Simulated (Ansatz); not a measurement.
Start from `C[Se]BCF` and change one atom or group to get `C[Se][BH][AlH2]`.

Ansatz, PBE0-D4/def2-TZVP geometries, multiplicity 1. Each molecule was computed in one conformer, which needn't be the lowest.

Scalar relativity is left out up to krypton.

```
                                      property  `C[Se]BCF`
           HOMO energy (B3LYP/def2-TZVPP) / eV       -7.16
         LUMO energy (ωB97M-V/def2-TZVPP) / eV        0.75
         HOMO–LUMO gap (B3LYP/def2-TZVPP) / eV        5.80
size of the dipole moment (PBE/def2-TZVPP) / D        2.49
       HOMO–LUMO gap (ωB97M-V/def2-TZVPP) / eV       10.26
            LUMO energy (PBE0/def2-TZVPP) / eV       -1.17
```

(1) What does the change do to each property? (An estimate is asked.)

Results:

(1) Computed: 
```
                                      property  `C[Se][BH][AlH2]`  shift
           HOMO energy (B3LYP/def2-TZVPP) / eV              -7.00   0.16
         LUMO energy (ωB97M-V/def2-TZVPP) / eV               0.00  -0.75
         HOMO–LUMO gap (B3LYP/def2-TZVPP) / eV               5.16  -0.64
size of the dipole moment (PBE/def2-TZVPP) / D               1.36  -1.13
       HOMO–LUMO gap (ωB97M-V/def2-TZVPP) / eV               9.26  -1.00
            LUMO energy (PBE0/def2-TZVPP) / eV              -1.71  -0.54
```

With PBE0 the HOMO rises by 0.19 eV and the LUMO falls by 0.54 eV, so the gap narrows by about 0.73 eV. PBE moves the HOMO by 0.24 eV and ωB97M-V by 0.25 eV. Dipoles are sizes alone; their direction can turn.

B3LYP here is the variant with VWN-RPA as its local correlation; programs differ in this.

Spin–orbit coupling is left out; it splits and shifts lone-pair levels of the heavy atoms by tenths of an eV.
